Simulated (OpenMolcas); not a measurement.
**Si: effect of the level shift or regulariser**

```
Program             : OpenMolcas
Basis               : ANO-L-VTZP [5s4p2d1f]
Scalar Hamiltonian  : non-relativistic, point nucleus
Active space        : 4 electrons in 4 orbitals (3s 3p)
State averaging     : 2S+1 = 3 even, 3 roots; 2S+1 = 1 even, 6 roots; 2S+1 = 5 odd, 1 root; 2S+1 = 3 odd, 8 roots
Spin-orbit coupling : state interaction with AMFI integrals over the reference wave functions, term energies averaged over their components
```

Methods on the same reference wave functions:
A. CASSCF
B. SS-CASPT2, IPEA 0.25 Eh, imaginary shift 0.1 Eh (closed shells correlated: 2s 2p)
C. SS-CASPT2, IPEA 0.25 Eh, imaginary shift 0.3 Eh (closed shells correlated: 2s 2p)

Energies in cm⁻¹ above 3s² 3p² ³P₀, the measured ground level; measured values from NIST Handbook of Basic Atomic Spectroscopic Data.

```json
{"Level": "3s² 3p² ³P₀", "A": "0.0", "B": "0.0", "C": "0.0", "Measured": "0.0"}
{"Level": "3s² 3p² ³P₁", "A": "66.0", "B": "66.2", "C": "66.2", "Measured": "77.1"}
{"Level": "3s² 3p² ³P₂", "A": "193", "B": "192", "C": "192", "Measured": "223"}
{"Level": "3s² 3p² ¹D₂", "A": "8867", "B": "6030", "C": "6060", "Measured": "6299"}
{"Level": "3s² 3p² ¹S₀", "A": "15565", "B": "14040", "C": "14250", "Measured": "15394"}
{"Level": "3s 3p³ ⁵S°₂", "A": "22429", "B": "28790", "C": "28790", "Measured": "33326"}
{"Level": "3s 3p³ ³D°₂", "A": "53851", "B": "45580", "C": "48730", "Measured": ""}
{"Level": "3s 3p³ ³D°₁", "A": "53851", "B": "45580", "C": "48730", "Measured": ""}
{"Level": "3s 3p³ ³D°₃", "A": "53852", "B": "45580", "C": "48730", "Measured": "45322"}
{"Level": "3s 3p³ ³P°₀", "A": "62648", "B": "57060", "C": "58800", "Measured": ""}
{"Level": "3s 3p³ ³P°₁", "A": "62649", "B": "57060", "C": "58800", "Measured": ""}
{"Level": "3s 3p³ ³P°₂", "A": "62650", "B": "57070", "C": "58800", "Measured": ""}
```

Deviations, from unrounded energies. A percentage is the sum of absolute deviations over the sum of measured energies, with the sign that they share, or ± where signs differ.

```csv
Against measurement,Levels,A,B,C
mean absolute deviation (cm-1),6,3700,1100,1600
fine structure of the ground term (%),2,-13.9,-13.9,-13.9
other terms of the ground configuration (%),2,+12.6,-7.5,-6.4
other configurations (%),2,±24.7,±6.1,±10.1
```

B lies closest to measurement on these levels and A furthest from it. The largest miss of B in the table is 3s 3p³ ⁵S°₂, by -4500 cm-1. The ranking rests on the paired levels alone, and a cruder setting can come out closer through cancelling errors.

Between B and C the level of the table that moves most is 3s 3p³ ³D°₃, by 3200 cm-1 (lowest in B, highest in C). Moves below CASPT2's spread within the term are not significant.

From A to B the spin-free energies of the other terms of 3s² 3p² shown, above ³P, scale by factors of 0.67 to 0.90.

The lowest spin-free term lies below A's lowest term by 0.061 hartree in B, 0.061 hartree in C.

CASPT2 breaks the degeneracy within a term, and the mean is taken; among the terms shown or strongly mixed into the levels shown the widest spread is 390 cm-1 (3s 3p³ ³D°, B). Over all roots computed the reference weight is 0.88 to 0.98 in B; the roots of lowest weight are the least certain, and an intruder state may touch them. Terms of s pⁿ other than that of highest spin mix with s² pⁿ⁻² d, which this space lacks; all of them can be thousands of cm-1 off, and some have no real level of that name. Without dynamic correlation excited terms often stand tens of per cent too high (terms of higher spin than the ground term too low), and those without a measured partner can miss by more than the paired ones (holds for A). Measured partners are found by configuration, term and J. A level has none where our copy of the source lacks it or the pairing is in doubt (some pairs that miss far off the trend of their configuration count as doubtful), and it then counts in no deviation. Levels of configurations outside the active space are missing.

° marks odd parity.
